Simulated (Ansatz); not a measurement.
Ansatz results at the PBE0-D4/def2-TZVP geometry: LUMO energy (ωB97M-V/def2-TZVPP) 1.06 eV; LUMO energy (PBE0/def2-TZVPP) -0.87 eV; HOMO energy (PBE/def2-TZVPP) -5.68 eV.

Each molecule was computed in one conformer, which needn't be the lowest.

(1) Which molecule gave them?
A. `CC(C)[NH][Hf]([Cl])([Cl])[NH]C(C)C`
B. `C[N](C)[Hf]([F])([N](C)C)[N](C)C`
C. `[F][Hf]([F])([Cl])[I]`
D. `C[N](C)[Hf]([F])([F])[F]`

Results:

(1) A. The others give `[F][Hf]([F])([Cl])[I]`: 0.12, -1.91, -7.24; `C[N](C)[Hf]([F])([F])[F]`: 0.77, -0.39, -5.70; `C[N](C)[Hf]([F])([N](C)C)[N](C)C`: 1.41, 0.22, -4.86.
